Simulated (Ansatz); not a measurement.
`C[O][AlH][SiH2]S` + HBr → `C[O][AlH][Br]` + `[SiH3]S`  (cleavage of the Al–Si bond)

Computed with Ansatz on PBE0-D4/def2-TZVP structures; ΔE is electronic, products minus reactants. CBS: MP2 limit from def2 TZ/QZ plus the TZ coupled-cluster correction, frozen cores. For Br outer-core shells are correlated without core-valence functions, which leaves a few kJ/mol of doubt a bond. Scalar relativity is left out up to krypton. One conformer a species, not always the lowest.

`C[O][AlH][SiH2]S`:

```xyz
12

C    -1.952   -0.454    1.290
O    -0.827   -0.217    0.491
Al    0.642    0.597    0.691
Si    1.957    0.425   -1.358
S     0.745   -0.709   -2.728
H    -2.103   -1.531    1.413
H    -1.858   -0.005    2.286
H    -2.845   -0.041    0.811
H     0.950    1.311    2.075
H     2.284    1.749   -1.963
H     3.267   -0.261   -1.162
H    -0.258   -0.865   -1.846
```

HBr:

```xyz
2

Br   -0.423   -0.280    0.497
H     0.423    0.280   -0.497
```

`C[O][AlH][Br]`:

Z-matrix (Å, degrees):
```
C
O 1 1.400
H 1 1.094 2 109.8
H 1 1.094 2 109.8 3 118.7
H 1 1.096 2 112.3 3 -120.6
Al 2 1.672 1 136.8 3 119.9
Br 6 2.257 2 118.8 1 0.0
H 6 1.565 2 119.7 1 -180.0
```

`[SiH3]S`:

Z-matrix (Å, degrees):
```
Si
S 1 2.137
H 1 1.485 2 111.6
H 1 1.485 2 111.6 3 -122.0
H 1 1.482 2 104.8 3 119.0
H 2 1.344 1 94.7 3 60.9
```

```json
{"species": "`C[O][AlH][SiH2]S`", "CCSD(T)/CBS(def2) energy (Eh)": "-1046.36335"}
{"species": "HBr", "CCSD(T)/CBS(def2) energy (Eh)": "-2573.91920"}
{"species": "`C[O][AlH][Br]`", "CCSD(T)/CBS(def2) energy (Eh)": "-2931.07194"}
{"species": "`[SiH3]S`", "CCSD(T)/CBS(def2) energy (Eh)": "-689.27336"}
```

(1) Work out ΔE.

Largest T1 diagnostic among the species: 0.013.

## Answers

(1) ΔE = (-2931.07194) + (-689.27336) − (-1046.36335) − (-2573.91920) = -0.06275 Eh = -1.71 eV.

In def2-TZVPP, CCSD(T) changes the Hartree–Fock value by +0.30 eV (the triples alone add +0.04 eV) and MP2 by +0.19 eV. Leaving LDA and LC-ωPBE aside and taking each functional with its dispersion term where it has one, the values, not all of them listed here, spread over 0.29 eV, from BHLYP-D4 to revPBE-D4. LDA lies +0.06 eV from PBE without D4.
